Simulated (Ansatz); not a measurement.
Gas-phase electronic energies from Ansatz, PBE0-D4/def2-TZVP geometries. CCSD(T)/CBS adds triple-zeta CCSD(T) − MP2 to the extrapolated MP2 energy (def2 sets, frozen cores). This one scheme is used for every species. Functionals use def2-TZVPP. B3LYP here is the variant with VWN-RPA as its local correlation; programs differ in this. Each species was taken in one conformer, which may not be the lowest.

`C[Si](N)([SiH3])Cl` + H₂S → `C[Si](N)(S)Cl` + SiH₄  (cleavage of the Si–Si bond)

(1) Is it downhill or uphill in electronic energy at CCSD(T)/CBS, and by how much? (An estimate is asked.)

(2) What do these levels give: B3LYP-D4, ωB97M-V, B2PLYP, PBE, SCS-MP2/def2-TZVPP, SCS-MP2/def2-QZVPP? (Estimate.)

Largest T1 diagnostic among the species: 0.011.

Results:

(1) The calculation gave: Downhill: ΔE = -71.8 kJ/mol.

(2) Ansatz gave: B3LYP-D4 -68.9, ωB97M-V -75.8, B2PLYP -73.1, PBE -60.8, SCS-MP2/def2-TZVPP -78.3, SCS-MP2/def2-QZVPP -79.0 kJ/mol.

From PBE to PBE0 (25 % exact exchange), in def2-TZVPP and without D4, ΔE moves by −4.4 kJ/mol.
